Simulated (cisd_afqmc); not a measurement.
Input (AFQMC/CISD/def2-SVP; cisd_afqmc is a phaseless AFQMC code with CISD trial states that reads the integrals written by Ansatz):

Ansatz 0.2 input:
```python
import cisd_afqmc

open("ham.yaml", "w").write("""\
crystal:
  periodic: [false, false, false]
  atoms:
    - {symbol: Cs, position_ang: [-0.00000000, -0.00000000, -0.52534792]}
    - {symbol: F, position_ang: [0.00000000, 0.00000000, 3.21045949]}
basis:
  gaussian:
    orbitals: def2-SVP
total_charge: 1
magnetization: {spin_polarized: true, initial_magnetization: 1}
correlation: {method: ccsd, electrons: outside_noble_gas, hamiltonian_folder: ham}
""")
rep = cisd_afqmc.ansatz("ham.yaml")
e_ccsd = rep["correlation"]["coupled_cluster"]["energy"]["hartree"]
out = cisd_afqmc.run("ham", e_ccsd, trial="CISD", walkers=200, populations=8, threads=8, dt=0.005, steps=40, early=36, settle=10, least=32,
    cut=5e-5, rank_cut=2e-4, target=0.0004, seconds=1500, seed=1, memory=17280, gpu=False)
```

Output:

```
orbitals 33, occupied [4, 3], factors 137 of 350, rank of the doubles 63 of 206
E(HF) = -119.013891
E(CCSD) on the cut factors = -119.164383, shift to the whole factors 0.000005
Energy of the trial state on the determinant = -119.164249
  tau behind 10.8 of longer steps, mean of the populations' last blocks
   2.0  -119.16550
   4.0  -119.16590
   6.0  -119.16544
   8.0  -119.16435
blocks 332 (8 outliers left out), error by blocks joined: 1: 0.00005, 2: 0.00006, 4: 0.00006, 8: 0.00006, 16: 0.00006
E(AFQMC/CISD) = -119.16550 +/- 0.00006
```

The two halves of the walk average -119.16567 and -119.16536 Eh, farther apart than the printed bar allows, so the bar may be too narrow.
